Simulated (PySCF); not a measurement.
This PySCF input asks for the NMR shieldings of `InChI=1S/C5H6B2F3N/c8-5(9,10)4-3-7(11)2-1-6-4/h1-3,6H,11H2`; the geometry comes from GFN2-xTB.

```python
import basis_set_exchange as bse
import numpy as np
from pyscf import gto, dft
from pyscf.prop import nmr

atoms = """
N     2.448269   -1.391181    0.005617
B     1.416318   -0.472302    0.012138
C     1.675042    1.063531    0.131590
C     0.647878    1.931748    0.184112
B    -0.822527    1.457341    0.135257
C    -1.074663   -0.071721   -0.053629
C    -2.497111   -0.544031   -0.170247
F    -2.631672   -1.872393   -0.356515
F    -3.144097    0.033527   -1.203214
F    -3.224226   -0.256045    0.929185
C    -0.070314   -0.961327   -0.101950
H     3.420745   -1.139317    0.074220
H     2.305094   -2.385548   -0.065713
H     2.691610    1.445338    0.178024
H     0.869724    2.991236    0.272641
H    -1.719906    2.199671    0.240396
H    -0.297164   -2.016494   -0.221821
"""
names = dict.fromkeys(["N", "B", "C", "F", "H"], "pcSseg-1")
basis = {el: gto.basis.parse(bse.get_basis(n, elements=[el], fmt="nwchem")) for el, n in names.items()}
mol = gto.M(atom=atoms, basis=basis, charge=0, verbose=0)
mf = dft.RKS(mol, xc="PBE0")
mf.grids.level = 2
mf.grids.alignment = dft.numint.BLKSIZE   # the property module wants whole blocks of grid points
mf.conv_tol = 1e-9
mf.kernel()

calc = nmr.RKS(mf)   # GIAO
C = mf.mo_coeff
Co = C[:, mf.mo_occ > 0]
resp = mf.gen_response(singlet=True, hermi=2)
def vind(x):   # induced exchange potential for any number of trial vectors
    d = np.einsum("pi,xij,qj->xpq", C, 2 * x.reshape(-1, C.shape[1], Co.shape[1]), Co, optimize=True)
    return np.einsum("xpq,pi,qj->xij", resp(d - d.transpose(0, 2, 1)), C, Co, optimize=True).ravel()
mo1, _ = nmr.rhf.solve_mo1(calc, with_cphf=vind)
sigma = calc.kernel(mo1)
for i, s in enumerate(sigma):   # ppm
    w = np.linalg.eigvalsh((s + s.T) / 2)
    print("%2d %-2s iso %8.1f  s11 %8.1f  s22 %8.1f  s33 %8.1f" % (i, mol.atom_pure_symbol(i), w.mean(), *w))
```

Task: What are the results?

Result: 
```
 0 N  iso    148.4  s11     56.1  s22    182.3  s33    206.7
 1 B  iso     71.7  s11     34.3  s22     61.8  s33    119.0
 2 C  iso     20.5  s11   -108.2  s22      3.3  s33    166.5
 3 C  iso     26.9  s11   -101.8  s22      4.4  s33    178.1
 4 B  iso     42.9  s11     -6.9  s22     10.6  s33    125.1
 5 C  iso     28.0  s11    -89.5  s22     22.4  s33    151.2
 6 C  iso     51.5  s11     43.8  s22     49.1  s33     61.6
 7 F  iso    271.7  s11    181.6  s22    281.6  s33    351.7
 8 F  iso    246.5  s11    161.6  s22    239.5  s33    338.6
 9 F  iso    246.0  s11    160.7  s22    238.4  s33    338.8
10 C  iso     26.5  s11    -94.6  s22      2.4  s33    171.6
11 H  iso     27.2  s11     22.3  s22     25.2  s33     34.0
12 H  iso     27.1  s11     22.2  s22     25.9  s33     33.3
13 H  iso     24.2  s11     20.2  s22     24.3  s33     28.1
14 H  iso     23.8  s11     20.4  s22     23.6  s33     27.3
15 H  iso     25.1  s11     20.6  s22     25.8  s33     28.9
16 H  iso     24.1  s11     18.5  s22     23.3  s33     30.6
```

These numbers come from an equivalent density-fitted implementation of the same equations, which agrees with the script to about 0.01 ppm for H and up to a few tenths of a ppm for heavy atoms, so last digits may differ.

Size and cost of the density-fitted run: 217 basis functions, 45 s wall time on 1 thread of an Arm Neoverse V1, shared host; peak memory 0.95 GiB.
